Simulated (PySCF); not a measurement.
Gas-phase XPS of Se(OMe)F5, computed

Se(OMe)F5, CH₃F₅OSe.
Cartesian coordinates in Å at the PBE0-D3(BJ)/def2-SVP level; atoms count from 1:
```xyz
11
CH3F5OSe angstrom
Se    -0.5191   -0.1557   -0.9165
O     -0.3496   -0.4233    0.7906
C      0.7428    0.1497    1.5011
H      1.7066   -0.1824    1.0920
H      0.6281   -0.2281    2.5252
H      0.6858    1.2467    1.5035
F     -0.7198    0.0850   -2.6001
F      1.1387   -0.5209   -1.2305
F     -2.1733    0.2267   -0.7051
F     -0.1144    1.5179   -0.7904
F     -0.9278   -1.8010   -1.1390
```

Theory: delta-SCF UKS SCAN, pcX-2 on the ionised atom, pcseg-1 elsewhere, spin-free X2C in PySCF. Each binding energy is the total energy of the core-ionised species, with the hole localised on one atom, minus that of the ground state; both are solved self-consistently, so orbital relaxation is included.

Question: List the computed XPS lines with their assignment.

Answer: 
```csv
atom(s),bonded to,level,binding energy (eV),above the level's lowest (eV),count
C3,O and 3 H,C 1s,293.48,0.00,1
O2,Se and C,O 1s,540.14,0.00,1
F8/F9/F10/F11,Se,F 1s,693.18,0.00,4
F7,Se,F 1s,693.33,+0.15,1
```

The 2 F 1s values lie within 0.15 eV of each other; Gaussian lines of 0.5 eV full width would blend them into one maximum.

Question: Which effective nuclear charge Zeff reproduces each element's mean 1s value in the hydrogen-like formula E = 13.606 eV × Zeff²?

Answer: C (Z = 6): mean 293.5 eV, Zeff = 4.64, Z − Zeff = 1.36; O (Z = 8): mean 540.1 eV, Zeff = 6.30, Z − Zeff = 1.70; F (Z = 9): mean 693.2 eV, Zeff = 7.14, Z − Zeff = 1.86. Means run over the listed sites, weighted by atom count.

Question: Give the binding energy of O 1s of O2 (atom 2) in hartree and in kJ/mol.

Answer: 540.14 eV = 19.8498 Eh = 52116 kJ/mol.

Topologically equivalent atoms share the value of their first member; where this conformer doesn't relate them by symmetry, their own values could differ. No level of selenium is listed. Isolated species at its PBE0-D3(BJ)/def2-SVP geometry, gas phase.

On one thread, Intel Xeon Platinum 8488C (x86_64), no GPU, shared host with 96 logical CPUs at a one-minute load of 24, this took 32 s and 0.62 GiB of memory at its peak.
